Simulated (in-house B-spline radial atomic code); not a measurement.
Ge²⁺. Computed with a B-spline radial atomic code. Model: non-relativistic spherical atom: semilocal Troullier-Martins pseudo-atom, one channel per l, against all electrons, high spin, G0W0 and RPA with empty states to l = 8, local potential for every l without a channel, a model core (radius 0 = none) keeps its share of the functional.

What the tables leave out is listed at the end.

The pseudopotential gives back the lowest level of each angular momentum of its own functional in the configuration it was made in; a second state of the same l is only approximately right. Exact exchange, RPA and GW see the smooth pseudo-orbitals and miss the exchange with the core, for which the functional's share stands in. The column with an uncorrelated core keeps all orbitals and exact exchange, and so separates missing core correlation from pseudisation. Only the three outermost levels and the lowest empty one were computed. RPA here is direct RPA, with no exchange kernel, and its energies carry an (l + 1/2)⁻⁴ tail. A hybrid on a potential with a model core restores only its own semilocal share of the core's exchange.

Command:
```bash
python run_psgw.py task.json out
```
Settings (lengths in bohr, energies in hartree):
```
Z                      32
electrons              30
configuration          [Ar] 3d10 4s2
generated_in           [Ar] 3d10 4s2 4p2
functional             lda,vwn
core_shells            5
radius_factor          1
core_correction        False
ion_configuration      [Ar] 3d10 4s1
```

Run time, properties included: 51 s on 1 thread of Intel(R) Xeon(R) Platinum 8259CL CPU @ 2.50GHz (Skylake/Cascade Lake) (shared host).

Given: made with LDA VWN5; model core radius 0 bohr; local radius 1.617 bohr; mean-field start LDA VWN5.

Valence shells of the generating configuration: 3d, 4s, 4p.

Channel: s 1.747, p 2.22, d 1.511 (radii in bohr).

Computed: largest level miss in the spin-unpolarised generating configuration 0 eV; valence RPA correlation energy all-electron orbitals -0.77736 hartree; valence RPA correlation energy pseudo -1.0124 hartree; all-electron RPA polarisability, core included 8.6097 bohr³; pseudo-atom RPA polarisability 8.6117 bohr³; ionisation by mean-field all-electron 34.273 eV; ionisation by RPA all-electron 34.008 eV.

```
     level  occupied  mean-field all-electron (eV)  mean-field pseudo minus all (eV)  G0W0 all-electron (eV)  G0W0 uncorrelated core minus all (eV)  G0W0 pseudo minus all (eV)  exchange self-energy all-electron (eV)  exchange self-energy pseudo (eV)
        4s         1                       -29.161                             0.012                 -34.035                                 -0.056                      -0.554                                 -16.734                           -14.848
4p (empty)         0                       -20.108                             0.003                 -16.051                                 -0.039                      -0.311                                 -5.3672                           -4.4577
```

(1) What is the ionisation by RPA pseudo minus all?

(2) What is the ionisation by mean-field pseudo minus all?

Given: mean-field start PBE0.

Computed: valence RPA correlation energy all-electron orbitals -0.7366 hartree; valence RPA correlation energy pseudo -0.98176 hartree; all-electron RPA polarisability, core included 8.0152 bohr³; ionisation by mean-field pseudo minus all 0.137 eV; ionisation by RPA all-electron 33.836 eV; ionisation by RPA pseudo minus all 0.88 eV.

```
     level  occupied  mean-field all-electron (eV)  mean-field pseudo minus all (eV)  G0W0 all-electron (eV)  G0W0 uncorrelated core minus all (eV)  G0W0 pseudo minus all (eV)  exchange self-energy all-electron (eV)  exchange self-energy pseudo (eV)
        4s         1                       -29.806                             -0.16                 -33.877                                 -0.046                       -0.65                                 -16.381                            -14.75
4p (empty)         0                       -18.694                            -0.235                 -16.046                                 -0.031                      -0.311                                 -4.9666                            -4.311
```

(3) What is the ionisation by mean-field all-electron?

(4) What is the pseudo-atom RPA polarisability?

Given: mean-field start Hartree-Fock.

Computed: valence RPA correlation energy all-electron orbitals -0.64818 hartree; all-electron RPA polarisability, core included 6.6628 bohr³; pseudo-atom RPA polarisability 6.4184 bohr³; ionisation by mean-field all-electron 31.718 eV; ionisation by RPA all-electron 33.421 eV; ionisation by RPA pseudo minus all 0.936 eV.

```json
{"level": "4s", "occupied": "1", "mean-field all-electron (eV)": "-31.963", "mean-field pseudo minus all (eV)": "-0.731", "G0W0 all-electron (eV)": "-33.573", "G0W0 uncorrelated core minus all (eV)": "-0.027", "G0W0 pseudo minus all (eV)": "-1.028", "exchange self-energy all-electron (eV)": "-15.642", "exchange self-energy pseudo (eV)": "-14.712"}
{"level": "3d", "occupied": "1", "mean-field all-electron (eV)": "-64.434", "mean-field pseudo minus all (eV)": "7.14", "G0W0 all-electron (eV)": "-62.051", "G0W0 uncorrelated core minus all (eV)": "-0.478", "G0W0 pseudo minus all (eV)": "4.476", "exchange self-energy all-electron (eV)": "-63.561", "exchange self-energy pseudo (eV)": "-39.083"}
{"level": "4p (empty)", "occupied": "0", "mean-field all-electron (eV)": "-14.955", "mean-field pseudo minus all (eV)": "-0.697", "G0W0 all-electron (eV)": "-15.931", "G0W0 uncorrelated core minus all (eV)": "-0.017", "G0W0 pseudo minus all (eV)": "-0.444", "exchange self-energy all-electron (eV)": "-4.0737", "exchange self-energy pseudo (eV)": "-4.0193"}
```

(5) What is the valence RPA correlation energy pseudo?

(6) What is the ionisation by mean-field pseudo minus all?

## Answers

(1) 0.896 eV.

(2) -0.04 eV.

(3) 33.513 eV.

(4) 7.9541 bohr³.

(5) -0.90959 hartree.

(6) 0.719 eV.

Among the listed levels the largest G0W0 shift of the pseudo-atom is +4.48 eV, for 3d on the Hartree-Fock start, while leaving the core uncorrelated moves that level by -0.48 eV. So pseudisation and the lost core exchange, not the missing core correlation, make the error. Not in the tables (levels of low weight, unsolved or above zero; the highest and the empty levels are kept at any weight): on LDA the G0W0 levels 3d (pseudo minus all +5.18 eV, weights 0.87 and 0.45); on PBE0 the G0W0 levels 3d (pseudo minus all +5.35 eV, weights 0.88 and 0.79).
